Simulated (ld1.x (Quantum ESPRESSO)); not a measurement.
## Configuration tests for Nb (TM)

* Element: niobium (Nb)
* Generator: ld1.x (Quantum ESPRESSO) 7.5
* Type: norm-conserving Troullier–Martins (Kleinman–Bylander form)
* Functional: PBE
* Relativity: scalar-relativistic
* Frozen core: [Ar] 3d10
* Valence charge: 13
* Reference configuration: 4s2 4p6 4d4 5s1 5p0
* Partial waves: 4s (bound): rc 1.75 bohr; 4p (bound): rc 1.60 bohr; 4d (bound): rc 1.85 bohr
* Local potential: the d channel
* Core correction: none

Occupied shells without a wave of their own: 5s. They enter only through the test configuration that unscreens the potential.

Energies are relative to the spin-unpolarised reference configuration 4s2 4p6 4d4 5s1 5p0; without spin polarisation the order of configurations can differ from experiment.

| valence configuration | charge | ΔE all-electron (eV) | error AE − PS (meV) |
| --- | --- | --- | --- |
| 4s2 4p6 4d4 5s0 5p0 | +1 | 6.637 | -241 |
| 4s2 4p6 4d5 5s0 5p0 | 0 | 1.270 | -154 |
| 4s2 4p6 4d3 5s2 5p0 | 0 | -0.516 | +224 |
| 4s2 4p6 4d4 5s0.5 5p0 | +0.5 | 2.638 | -105 |
| 4s2 4p6 4d1 5s0 5p0 | +4 | 82.308 | -718 |

Question: What are ΔE and the potential's error for 4s2 4p6 4d3 5s0 5p0?

Answer: ΔE = 20.677 eV all-electron; the error (AE − PS) is -373 meV.

Question: What are ΔE and the potential's error for 4s2 4p6 4d2 5s0 5p0?

Answer: ΔE = 45.402 eV all-electron; the error (AE − PS) is -538 meV.

Levels in the configuration 4s2 4p6 4d3 5s2 5p0:

```tsv
level	all-electron (eV)	pseudo (eV)
4s	-60.830	-60.622
4p	-36.816	-36.638
4d	-4.635	-4.525
5s	-4.683	-4.845
```

The 5s level has no wave, so the channel is fitted at the deeper level alone: the likely source of the large errors.
